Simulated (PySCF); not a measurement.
Constitutional and geometric isomers with formula CH10Si3. Gas-phase values, no solvent. One relaxed conformer stands for each flexible species; it need not be the lowest. Strings in code marks are SMILES.

The LUMO from two functionals at the same geometries (B3LYP-D3(BJ)/def2-TZVP), both in PySCF: PBE-D3(BJ)/def2-TZVP and B3LYP-D3(BJ)/def2-TZVP. B3LYP has the VWN-RPA correlation part, as in Gaussian. 

| species | PBE-D3(BJ)/def2-TZVP (eV) | B3LYP-D3(BJ)/def2-TZVP (eV) |
|---|---|---|
| `C[SiH2][SiH2][SiH3]` (C–Si–Si–Si torsion 59°) | -0.96 | -0.32 |
| `C[SiH]([SiH3])[SiH3]` | -1.04 | -0.40 |
| `[SiH3]C[SiH2][SiH3]` (Si–C–Si–Si torsion 56°) | -0.93 | -0.29 |
| `[SiH3]C([SiH3])[SiH3]` | -0.87 | -0.25 |

Over these rows, drawn at random from the members with no instability flagged (it was tested for open shells, ions and some series alone), PBE minus B3LYP-D3(BJ): mean -0.63 eV, from -0.64 eV to -0.62 eV.
